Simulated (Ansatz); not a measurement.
Ca2Te3, relaxed as a singlet with RKS PBE-D4/def2-SVP in Ansatz, starting from the GFN2-xTB geometry. Force threshold 0.02 eV/Å.

In the def2 sets Te takes a core potential; there is no spin–orbit coupling. The structure comes from a short search, and lower isomers may exist.

Start:

Cartesian coordinates in Å:
```
Ca -0.6864 -1.4071 1.0141
Ca 1.4810 0.8632 -0.7735
Te -1.1946 0.6097 -1.8900
Te 2.1509 -1.3680 0.8495
Te -1.7509 1.3023 0.8000
```

Q: Estimate the energy that the relaxation releases and the steps that it takes.

A: 0.45 eV, in 5 steps; 23 s on 4 threads of Intel Xeon on a shared host. No frequencies were taken in this run, so the end may be a saddle point.

Q: Does the start keep its bonding and symmetry?

A: By distances, no bond broke or formed. The bond that changes most is Ca2–Te5, from 3.62 to 3.07 Å (atoms count from 1). The end is the same structure that another start reached, the lowest one found.

Q: Predict the relaxed structure.

A: 
Cartesian coordinates in Å:
```
Ca -0.706 -1.432 0.682
Ca 1.321 1.026 -0.465
Te -1.331 0.259 -1.798
Te 2.169 -1.398 0.837
Te -1.453 1.545 0.742
```
Bond lengths (bridged metal pairs left out): 6 × Ca–Te 2.88 to 3.07 Å; 1 × Te–Te 2.85 Å.
